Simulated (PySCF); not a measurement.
# Functional benchmark on one molecule

Molecule: SMILES O[Si](O)(O)O, H4O4Si.

Molfile (atoms numbered from 1):
```
H4O4Si
     RDKit          3D

  9  8  0  0  0  0  0  0  0  0999 V2000
    0.0294    0.9658   -1.3422 O   0  0  0  0  0  0  0  0  0  0  0  0
    0.0012    0.0026   -0.0054 Si  0  0  0  0  0  4  0  0  0  0  0  0
   -1.0216    0.7251    1.0657 O   0  0  0  0  0  0  0  0  0  0  0  0
   -0.4371   -1.4964   -0.5299 O   0  0  0  0  0  0  0  0  0  0  0  0
    1.4346   -0.1876    0.7850 O   0  0  0  0  0  0  0  0  0  0  0  0
   -0.0534    1.9080   -1.1695 H   0  0  0  0  0  0  0  0  0  0  0  0
   -0.8845    0.4811    1.9856 H   0  0  0  0  0  0  0  0  0  0  0  0
   -1.0446   -1.5068   -1.2751 H   0  0  0  0  0  0  0  0  0  0  0  0
    2.0031   -0.8798    0.4352 H   0  0  0  0  0  0  0  0  0  0  0  0
  1  2  1  0
  2  3  1  0
  2  4  1  0
  2  5  1  0
  1  6  1  0
  3  7  1  0
  4  8  1  0
  5  9  1  0
M  END
```

Geometry PBE0-D3(BJ)/def2-SVP throughout; GIAO in PySCF 2.14, gas phase, one conformer, non-relativistic; equivalent atoms averaged; basis pcSseg-2.

Reference values (measured; solution, alcohol/water; C. Corminboeuf, T. Heine, J. Weber, Chem. Phys. Lett. 357 (2002) 1): δ(Si2) = -72.2 ppm vs TMS. Computed shifts are taken against TMS, calculated as an isolated molecule at each level.

**Question.** How do the functionals HF, LDA, PBE, BLYP, BP86, OPBE, KT2, KT3, B97-D, B3LYP, PBE0, mPW1PW91, WP04, B97-2, BHandHLYP, CAM-B3LYP, wB97X-D, LC-wPBE perform against the reference? Times are CPU seconds on shared hosts with different chips, so compare them loosely.

**Answer.** 
| functional | kind | Si2 | abs. error Si | core-s |
| --- | --- | --- | --- | --- |
| HF | Hartree–Fock | -73.0 | 0.8 | 8.7 |
| LDA | LDA | -63.4 | 8.8 | 19 |
| PBE | GGA | -64.1 | 8.1 | 23 |
| BLYP | GGA | -73.9 | 1.7 | 23 |
| BP86 | GGA | -65.8 | 6.4 | 22 |
| OPBE | GGA | -56.8 | 15.4 | 21 |
| KT2 | GGA | -59.1 | 13.1 | 24 |
| KT3 | GGA | -62.7 | 9.5 | 26 |
| B97-D | GGA | -70.7 | 1.5 | 23 |
| B3LYP | global hybrid | -72.9 | 0.7 | 18 |
| PBE0 | global hybrid | -64.2 | 8.0 | 17 |
| mPW1PW91 | global hybrid | -65.4 | 6.8 | 23 |
| WP04 | global hybrid | -84.9 | 12.7 | 17 |
| B97-2 | global hybrid | -67.0 | 5.2 | 17 |
| BHandHLYP | global hybrid | -72.9 | 0.7 | 16 |
| CAM-B3LYP | range-separated hybrid | -68.6 | 3.6 | 21 |
| wB97X-D | range-separated hybrid | -64.6 | 7.6 | 21 |
| LC-wPBE | range-separated hybrid | -54.8 | 17.4 | 27 |

For 29Si the closest is B3LYP (0.7 ppm, with BHandHLYP, HF practically level) and the furthest LC-wPBE (17.4 ppm). One molecule is a small sample, and vibrational and solvent effects are absent from the calculation.
